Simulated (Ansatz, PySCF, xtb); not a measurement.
Isomers of C10H8: 1 is c1ccc2ccccc2c1, 2 is c1ccc2cccc-2cc1; one conformer of each (the lowest of an xTB search), B3LYP-D3(BJ)/def2-TZVP minima.
Isomer 1 (charge 0, multiplicity 1):
```xyz
18

C      2.47710    -0.48042     0.00065
C      2.34618     0.91785     0.14057
C      1.10437     1.49564     0.17460
C     -0.06619     0.70702     0.07075
C     -1.36346     1.27183     0.10235
C     -2.47709     0.48042    -0.00065
C     -2.34619    -0.91785    -0.14057
C     -1.10437    -1.49564    -0.17460
C      0.06619    -0.70703    -0.07075
C      1.36347    -1.27183    -0.10235
H      3.46356    -0.92514    -0.02493
H      3.23346     1.53251     0.22101
H      1.00133     2.56872     0.28194
H     -1.46140     2.34537     0.20983
H     -3.46355     0.92515     0.02493
H     -3.23347    -1.53250    -0.22101
H     -1.00134    -2.56873    -0.28194
H      1.46141    -2.34537    -0.20983
```
Isomer 2 (charge 0, multiplicity 1):
```xyz
18

C      2.43506     0.10963     0.07669
C      1.90452    -1.17571     0.02590
C      0.56905    -1.56394    -0.02502
C     -0.56804    -0.77354    -0.03813
C     -1.89157    -1.23203    -0.09058
C     -2.74745    -0.12371    -0.08648
C     -1.99648     1.05696    -0.03189
C     -0.63646     0.71933     0.00014
C      0.42365     1.60865     0.05625
C      1.78913     1.34202     0.09039
H      3.51834     0.15841     0.11088
H      2.62862    -1.98196     0.02606
H      0.38949    -2.63454    -0.05933
H     -2.18816    -2.26904    -0.12765
H     -3.82639    -0.17230    -0.12034
H     -2.38674     2.06305    -0.01663
H      0.14692     2.65871     0.07629
H      2.43651     2.21001     0.13346
```

No zero-point or thermal terms.

Rows in 6-31G* carry no dispersion term and start afresh at each structure (6-31G* with six Cartesian d functions).

Run with Ansatz (a quantum-chemistry and plane-wave program) with Gaussian orbitals; PySCF for 6-31G* rows, the dispersion terms; xtb for the GFN methods. Values without a source in brackets are computed.

One of these levels gives 1.686 eV for the electronic energy of isomer 2 less that of isomer 1. Which one is it?
A. GFN1-xTB
B. BHLYP-D3(BJ)/def2-TZVPP
C. HF/6-31G*

B, BHLYP-D3(BJ)/def2-TZVPP. The others give 1.376 (GFN1-xTB), 1.961 (HF/6-31G*)
